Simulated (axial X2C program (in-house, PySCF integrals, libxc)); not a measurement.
# Bond lengths and stretching modes, held linear, of TeNC⁻

Calculated with an axial X2C code built on PySCF integrals: two-component X2C with atomic mean-field Coulomb and Gaunt terms, Gaussian nuclei, basis Te dyall-v3z, N dyall-av3z, C dyall-v3z with contracted cores. Spin-free rows use the one-electron spin-free X2C Hamiltonian.

Masses Te 129.906, N 14.003, C 12.000 u. States: 2c Ω = 0 (all partner blocks equally filled); spin-free M_S = 0, Λ = 0 (closed shell).

B3LYP, spin-free: energies above the lowest point

```csv
r(Te–N) (Å),r(N–C) (Å),E (meV)
2.0056,1.1407,81.30
2.0056,1.1700,32.05
2.0056,1.1992,72.88
2.0570,1.1407,46.95
2.0570,1.1700,0.00
2.0570,1.1992,43.34
2.0570,1.2285,160.96
2.1084,1.1407,50.84
2.1084,1.1700,5.63
2.1084,1.1992,50.91
2.1599,1.1700,40.25
2.1599,1.2285,208.39
```

Fit a quadratic surface with cubic terms in each bond: where is the minimum, and what are the two stretching wavenumbers?

At B3LYP, spin-free: bonds 2.074 and 1.170 Å; harmonic stretches 402.4 and 2125.1 cm⁻¹; force constants 2.1, 16.9 and coupling 0.21 mdyn/Å.

The other levels and Hamiltonians give:

| Hamiltonian | level | r(Te–N) (Å) | r(N–C) (Å) | lower stretch (cm⁻¹) | upper stretch (cm⁻¹) |
| --- | --- | --- | --- | --- | --- |
| 2c | PBE0 | 2.058 | 1.169 | 409.2 | 2148.9 |
| 2c | HF | 2.091 | 1.146 | 392.7 | 2338.3 |
| 2c | B3LYP | 2.086 | 1.170 | 383.7 | 2123.2 |
| 2c | MP2 | 2.061 | 1.186 | 417.3 | 2021.1 |
| spin-free | PBE0 | 2.048 | 1.169 | 423.7 | 2150.5 |
| spin-free | HF | 2.080 | 1.146 | 410.8 | 2340.9 |
| spin-free | MP2 | 2.053 | 1.186 | 430.0 | 2022.9 |

Each state is one determinant, the lowest of a limited PBE0 search; the stretches come from a fit to these few points and carry an uncertainty of a few per cent. Other orders of the atoms were not compared. MP2 freezes inner shells (threshold -2 hartree). For an anion the highest level of a functional can be positive, and the basis then holds the extra electron. The molecule was held linear; bending was not examined, so a bent shape may lie lower.
